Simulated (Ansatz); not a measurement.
System: SnCl, net charge 0, doublet state. SMILES: [Sn][Cl]
Coordinates optimised at B3LYP-D3(BJ)/def2-TZVP (Ansatz, a program for electronic structure):
```xyz
2

Sn     0.0000     0.0000    -0.6074
Cl     0.0000     0.0000     1.7863
```
Charge 0, spin multiplicity 2.

Parts of the frozen-core correlation energy in def2-SVP (Ansatz, hartree). Frozen orbitals: 14; correlated occupied orbitals by spin: 6 and 5; virtual: 24 and 25. UHF or UKS for open shells. No spin-orbit coupling. In def2 rows, elements after Kr have scalar-relativistic effective core potentials.

| term | value |
|---|---|
| reference (HF) | -672.74721 |
| MP2 opposite-spin | … |
| MP2 same-spin | … |
| CCSD correlation | -0.20027 |
| (T) | … |
| CCSDT minus CCSD(T) | -0.00067 |
| T1 diagnostic | 0.017 |
| largest doubles amplitude | 0.061 |
| <S^2> of the reference | 0.762 |

### Question
What belongs in the gaps?

### Answer

- MP2 opposite-spin, value: -0.13231
- MP2 same-spin, value: -0.04455
- (T), value: -0.00482
